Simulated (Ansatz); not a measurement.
C2H8N2Si can be A, `CNC(=N)[SiH3]`, or B, `NC/N=C/[SiH3]`.

Gas-phase electronic energies from Ansatz, PBE0-D4/def2-TZVP geometries. CBS: MP2 limit from def2 TZ/QZ plus the TZ coupled-cluster correction, frozen cores. Functionals use def2-TZVPP. B3LYP here is the variant with VWN-RPA as its local correlation; programs differ in this. Each species was taken in one conformer, which may not be the lowest.

Which isomer does CCSD(T)/CBS put lower? Give the gap. (Best estimate.)

Ansatz gave: A, by 57.6 kJ/mol.

Give E(B) − E(A) in kJ/mol with PBE0-D4, r2SCAN-D4, CCSD/def2-TZVPP, HF/def2-TZVPP, B3LYP, MP2/def2-TZVPP, ωB97M-V. (Best estimate.)

The calculation gave: PBE0-D4 68.9, r2SCAN-D4 73.0, CCSD/def2-TZVPP 52.9, HF/def2-TZVPP 48.7, B3LYP 62.4, MP2/def2-TZVPP 62.1, ωB97M-V 62.9. None reverses the order clearly.

Largest T1 diagnostic: 0.014.

The D4 term adds +3.9 kJ/mol with B3LYP and +2.0 kJ/mol with PBE0; it sums over pairs of atoms, weighted by their polarisabilities, and B3LYP, whose exchange is more repulsive, gets the larger term. In def2-TZVPP, CCSD(T) changes the Hartree–Fock value by +6.9 kJ/mol (the triples alone add +2.7 kJ/mol) and MP2 by +13.5 kJ/mol.
